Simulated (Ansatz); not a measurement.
Consider the cleavage of the Si–Sb bond: `C[SiH](Cl)[SbH2]` + H–F → `C[SiH](F)Cl` + `[SbH3]`.

Gas-phase electronic energies from Ansatz, PBE0-D4/def2-TZVP geometries. CCSD(T)/CBS adds triple-zeta CCSD(T) − MP2 to the extrapolated MP2 energy (def2 sets, frozen cores). This one scheme is used for every species. Functionals use def2-TZVPP. Elements past krypton have def2 core potentials. For Sb outer-core shells are correlated without core-valence functions, which leaves a few kJ/mol of doubt a bond.

`C[SiH](Cl)[SbH2]`:

Cartesian coordinates in Å:
```
C 0.099 -1.093 -0.834
Si 0.388 0.695 -0.402
Cl -0.638 1.876 -1.759
Sb -0.409 1.377 1.947
H 0.433 -1.297 -1.854
H 0.656 -1.735 -0.147
H -0.961 -1.341 -0.756
H 1.826 1.042 -0.546
H 0.427 0.039 2.613
H -1.821 0.437 1.738
```

H–F:

Z-matrix (Å, degrees):
```
F
H 1 0.920
```

`C[SiH](F)Cl`:

Cartesian coordinates in Å:
```
C -0.337 0.934 0.195
Si 0.367 -0.717 -0.226
F 1.602 -1.027 0.732
Cl -1.030 -2.181 0.075
H 0.415 1.714 0.055
H -1.192 1.158 -0.447
H -0.672 0.954 1.234
H 0.848 -0.834 -1.618
```

`[SbH3]`:

```xyz
4

Sb    0.242   -0.363    0.574
H     0.243   -0.975   -1.019
H     0.874    1.133    0.045
H    -1.359    0.205    0.400
```

```csv
level,ΔE (eV)
r2SCAN0-D4,-1.20
revPBE,-1.09
HF/def2-SVP,-1.38
CCSD(T)/def2-TZVPP,-1.21
```

What does CCSD(T)/CBS give? (An estimate is asked.)

Computed: -1.11 eV. The listed levels differ from it by -0.09, 0.02, -0.27, -0.10 eV.

Largest T1 diagnostic among the species: 0.014.

In def2-TZVPP, CCSD(T) changes the Hartree–Fock value by +0.31 eV (the triples alone add +0.05 eV) and MP2 by +0.39 eV. At CCSD(T), def2-SVP lies −0.11 eV from the extrapolated value and def2-TZVPP −0.10 eV. The D4 term adds +0.13 eV with B3LYP and +0.07 eV with PBE0; it sums over pairs of atoms, weighted by their polarisabilities, and B3LYP, whose exchange is more repulsive, gets the larger term.

B3LYP here is the variant with VWN-RPA as its local correlation; programs differ in this.
